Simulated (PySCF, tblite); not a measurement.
Isomers of C3H10O2SSi2. Level: GFN2-xTB in tblite, geometry and Hessian alike; calculated harmonic values, unscaled, isolated species. Errors from tens to a few hundred cm⁻¹ against measured bands are possible. Modes of hydrogen on silicon and sulfur can be 10 to 20 % off. One conformer each.

Electronic energies: PBE0/pcSseg-1 single points on the GFN2-xTB geometries (PySCF, gas phase).

| SMILES | electronic energy, lowest = 0 (kcal/mol) |
| --- | --- |
| CC(=O)C[Si@H](O)[SiH2]S | 0.0 |
| C=CO[Si@](O)([SiH3])SC | 0.6 |
| C[SiH2]CS[Si@@H](O)C=O | 15.4 |

Task: How do GFN2-xTB zero-point energies change the relative energies?

Result: 
| SMILES | ZPE (kcal/mol) | of it from modes above 1550 cm⁻¹ | electronic (kcal/mol) | with ZPE, lowest = 0 (kcal/mol) | lowest mode (cm⁻¹) | rings |
| --- | --- | --- | --- | --- | --- | --- |
| CC(=O)C[Si@H](O)[SiH2]S | 76.1 | 42.1 | 0.0 | 0.0 | 27 | 0 |
| C=CO[Si@](O)([SiH3])SC | 76.9 | 43.5 | 0.6 | 1.4 | 43 | 0 |
| C[SiH2]CS[Si@@H](O)C=O | 76.3 | 42.9 | 15.4 | 15.6 | 26 | 0 |

The zero-point energies span 0.8 kcal/mol, from `CC(=O)C[Si@H](O)[SiH2]S` to `C=CO[Si@](O)([SiH3])SC`. The order is unchanged.

Task: And how do the electronic energies of GFN2-xTB itself compare?

Result: `CC(=O)C[Si@H](O)[SiH2]S` 7.3; `C=CO[Si@](O)([SiH3])SC` 0.0; `C[SiH2]CS[Si@@H](O)C=O` 38.9 kcal/mol, lowest = 0. Against the energies above, taken from the same isomer `CC(=O)C[Si@H](O)[SiH2]S`, the largest difference is 16.2 kcal/mol.

Task: What do entropy and thermal enthalpy add at 298.15 K and 1 bar (rigid rotor, harmonic oscillator, one conformer each)?

Result: 
```csv
SMILES,point group,symmetry number,S (cal/(mol K)),H − H(0) (kcal/mol),ZPE + H − H(0) − TS (kcal/mol)
CC(=O)C[Si@H](O)[SiH2]S,C1,1,115.1,8.72,50.5
C=CO[Si@](O)([SiH3])SC,C1,1,117.4,9.13,51.0
C[SiH2]CS[Si@@H](O)C=O,C1,1,120.2,9.12,49.6
```
